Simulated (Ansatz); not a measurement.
Relaxation of ClF2H5Si2 (10 atoms, charge 0, multiplicity 1), to a largest force component of 0.03 eV/Å in at most 50 steps.

Method: RKS PBE0/def2-SVP in Ansatz 0.2.0.

```xyz
10
Properties=species:S:1:pos:R:3
Si 0.182 -0.066 0.141
Si 0.123 -0.033 2.396
H -0.847 -1.064 2.877
H 1.495 -0.357 2.900
H -0.285 1.326 2.865
F 1.652 -0.490 -0.375
Cl -0.238 1.747 -0.727
F -0.835 -1.148 -0.490
H -2.219 0.769 0.949
H -2.362 0.326 1.498
```

Q: Where does it end, and by what steps?

A: The run converged. After 6 steps the energy has fallen by 0.175 eV; H10 moved furthest, 0.58 Å.

| step | energy less start (eV) | largest force component (eV/Å) | accepted |
| --- | --- | --- | --- |
| 0 | 0.0000 | 1.218 | yes |
| 1 | -0.1416 | 0.247 | yes |
| 2 | -0.1676 | 0.217 | yes |
| 3 | -0.1729 | 0.121 | yes |
| 4 | -0.1730 | 0.075 | yes |
| 5 | -0.1748 | 0.037 | yes |
| 6 | -0.1750 | 0.023 | yes |

```xyz
10
Properties=species:S:1:pos:R:3
Si 0.326 -0.104 0.095
Si 0.257 -0.063 2.433
H -0.716 -1.089 2.906
H 1.623 -0.375 2.948
H -0.162 1.295 2.882
F 1.789 -0.525 -0.435
Cl -0.129 1.706 -0.750
F -0.697 -1.192 -0.511
H -2.695 0.992 1.051
H -2.930 0.365 1.414
```

Run time: 28 s on 2 threads of Intel(R) Xeon(R) Platinum 8259CL CPU @ 2.50GHz (Skylake/Cascade Lake) (shared host), peak memory 0.26 GiB.
